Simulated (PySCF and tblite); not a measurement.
The numbers below are computed, except where a source is named.
System: C₄H₉NSe, numbered as in [CH2:1]1[CH2:2][Se:3][CH2:4][CH2:5][NH:6]1.

Geometries: GFN2-xTB; energies: revPBE/pcSseg-1 + D3(BJ), IEF-PCM chloroform; zero-point and thermal terms from GFN2-xTB harmonic modes (soft modes blended into free rotors). Rate constants are transition-state-theory values, counting equivalent paths, without tunnelling. Run with tblite and PySCF.

Spin–orbit effects of heavy atoms on shieldings are missing.

(1) How high is the barrier to the pyramidal inversion at N6, through which structure does it pass, and what rate follows at 298 K?

## Answers

(1) The electronic barrier is 5.2 kcal/mol and ΔG‡(298 K) 4.1 kcal/mol, over a Cs saddle with an imaginary mode of 664i cm⁻¹ (GFN2-xTB). With 1 equivalent path, k is 6×10⁹ s⁻¹, a mean lifetime of the start of 170 ps against this motion. The end lies 0.0 kcal/mol below the start in free energy.
